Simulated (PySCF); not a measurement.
Polarisability and C₆ of Ge- (germanium, charge -1)

[Ar] 3d10 4s2 4p3, high-spin 4S determinant. Calculation: PySCF 2.14, in x2c-QZVPPall with one added diffuse shell each of s, p, d, f type (12s9p6d5f1g, 113 functions); scalar relativity by spin-free X2C-1e. Coupled (time-dependent) response in atomic units; α is the mean over directions.

```
   method  mean α (bohr³)  C₆ (like pair)  S(−4)
      UHF           123.3            1795   7499
BHandHLYP           133.0            1962   9481
```

S(−4) is the Cauchy moment in α(ω) = α(0) + S(−4) ω² + …

α(iu) at UHF:

```
u (hartree)  α(iu) (bohr³)
          0          123.3
     0.0500          108.1
      0.100          82.98
      0.200          48.73
      0.300          30.90
      0.500          15.26
      0.750          8.147
       1.00          5.145
       1.50          2.704
       2.00          1.737
       3.00         0.9520
       5.00         0.4549
```

A single London oscillator, α(iu) = α/(1 + u²/ω²), gives C₆ = (3/4) ω α². Matching the computed C₆ needs ω = 4 × 1795 / (3 × 123.3²) = 0.157 hartree.

For an ion, C₆ is the dispersion term alone; charge-induced terms of lower order in 1/R come first.
